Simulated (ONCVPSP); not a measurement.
sulfur (S): one change to an ONCV potential, before and after

```json
{"Element": "S", "Generator": "ONCVPSP 4.0.1", "Type": "optimised norm-conserving Vanderbilt (ONCV)", "Functional": "PBEsol", "Relativity": "non-relativistic", "Frozen core": "[Ne]", "Valence charge": "6", "Reference configuration": "3s2 3p4", "Partial waves": "3s: rc 1.40 bohr, ncon 3, nbas 6, qcut 5.8 1/bohr, 3 projectors, debl 3.8 Ha; 3p: rc 1.15 bohr, ncon 3, nbas 8, qcut 8.3 1/bohr, 1 projector; d scattering state at 0.11 Ha: rc 1.50 bohr, ncon 4, nbas 7, qcut 6.4 1/bohr, 2 projectors, debl 1.5 Ha", "Local potential": "polynomial inside 1.05 bohr (lpopt 5, dvloc0 0 Ha)", "Core correction": "Teter function fitted to the true core (icmod 2), fcfact 0.6"}
```

All-electron outer shells of the reference configuration (PBEsol, non-relativistic, ld1.x):

```tsv
shell	level (eV)	outermost node (bohr)	outermost maximum (bohr)
2s	-209.97	0.13	0.39
2p	-156.30	–	0.33
3s	-17.08	0.60	1.42
3p	-6.99	0.58	1.61
```

Change: s: qcut 7.2; p: qcut 10.2; d: qcut 7.9.

Cutoffs: the cutoffs (Ha) at which the residual kinetic energy of the hardest occupied pseudo-wave falls to 1 and 0.1 mHa per electron; they do not see the model core or the augmentation charge, which bear on the density cutoff. Errors are all-electron minus pseudo energies relative to the spin-unpolarised reference configuration.

Predict the effect on cutoff, ghosts and configuration errors.

The potential gets harder (23 Ha and 38 Ha → 36 Ha and 44 Ha); a bound ghost appears in s, which as a rule spoils a file; of the 4 tests that both files solve, the error grows in 1 and shrinks in 0 by more than 15 % and 0.3 meV (median size 9.6 → 11.5 meV).

```tsv
quantity	base	changed
cutoff, loose	23 Ha	36 Ha
cutoff, tight	38 Ha	44 Ha
loose cutoff by channel	s 13 Ha, p 23 Ha	s 15 Ha, p 36 Ha
bound ghosts	none	s
GHOST(+) flags under 300 eV	s at 299.4 eV	none
error for 3s2 3p3, meV [ΔE 11.75 eV]	+1.5	+2.9
error for 3s2 3p2, meV [ΔE 34.00 eV]	+18	+20
error for 3s2 3p1, meV [ΔE 68.01 eV]	+59	+59
error for 3s2 3p3.5, meV [ΔE 4.65 eV]	-0.3	+0.3
s: phases at 1.42 bohr within 0.05 rad from the reference energy up to (Ha; the scan ends near 5)	to the end of the scan	to the end of the scan
p: phases at 1.17 bohr within 0.05 rad from the reference energy up to (Ha; the scan ends near 5)	1.2	1.0
d: phases at 1.52 bohr within 0.05 rad from the reference energy up to (Ha; the scan ends near 5)	to the end of the scan	to the end of the scan
rms error of d²Exc/dni dnj with the model core, mHa	0.70	0.75
```

 A true bound ghost makes a file unfit for plane-wave use even where its test errors are small: the radial tests pick states by their node count and pass the ghost by.
